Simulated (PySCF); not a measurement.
Te(Br)(GeH3) (BrGeH3Te), SMILES Br[Te][GeH3].

Geometry: B3LYP-D3(BJ)/def2-SVP. The structure was generated by enumeration, and PubChem lists no compound with its InChIKey, so it may never have been made. The def2 effective core potentials stand for the cores of Te; spin–orbit coupling is left out.

Computed with B3LYP-D3(BJ)/def2-SVP (PySCF).

Frequencies are harmonic and unscaled.

```json
[
 {"mode": "1", "ν (cm⁻¹)": "65", "IR (km/mol)": "0.3", "moving atoms (share of kinetic energy)": "Br 40 %, Ge 37 %, Te 18 %"},
 {"mode": "2", "ν (cm⁻¹)": "98", "IR (km/mol)": "0.0", "moving atoms (share of kinetic energy)": "H 98 %"},
 {"mode": "3", "ν (cm⁻¹)": "226", "IR (km/mol)": "4.3", "moving atoms (share of kinetic energy)": "Ge 60 %, Te 37 %"},
 {"mode": "4", "ν (cm⁻¹)": "244", "IR (km/mol)": "6.2", "moving atoms (share of kinetic energy)": "Br 61 %, Te 38 %"},
 {"mode": "5", "ν (cm⁻¹)": "490", "IR (km/mol)": "6.1", "moving atoms (share of kinetic energy)": "H 94 %"},
 {"mode": "6", "ν (cm⁻¹)": "505", "IR (km/mol)": "4.3", "moving atoms (share of kinetic energy)": "H 96 %"},
 {"mode": "7", "ν (cm⁻¹)": "791", "IR (km/mol)": "317.0", "moving atoms (share of kinetic energy)": "H 97 %"},
 {"mode": "8", "ν (cm⁻¹)": "861", "IR (km/mol)": "37.9", "moving atoms (share of kinetic energy)": "H 99 %"},
 {"mode": "9", "ν (cm⁻¹)": "878", "IR (km/mol)": "33.4", "moving atoms (share of kinetic energy)": "H 99 %"},
 {"mode": "10", "ν (cm⁻¹)": "2122", "IR (km/mol)": "88.6", "moving atoms (share of kinetic energy)": "H 99 %"},
 {"mode": "11", "ν (cm⁻¹)": "2146", "IR (km/mol)": "69.7", "moving atoms (share of kinetic energy)": "H 99 %"},
 {"mode": "12", "ν (cm⁻¹)": "2150", "IR (km/mol)": "85.7", "moving atoms (share of kinetic energy)": "H 98 %"}
]
```
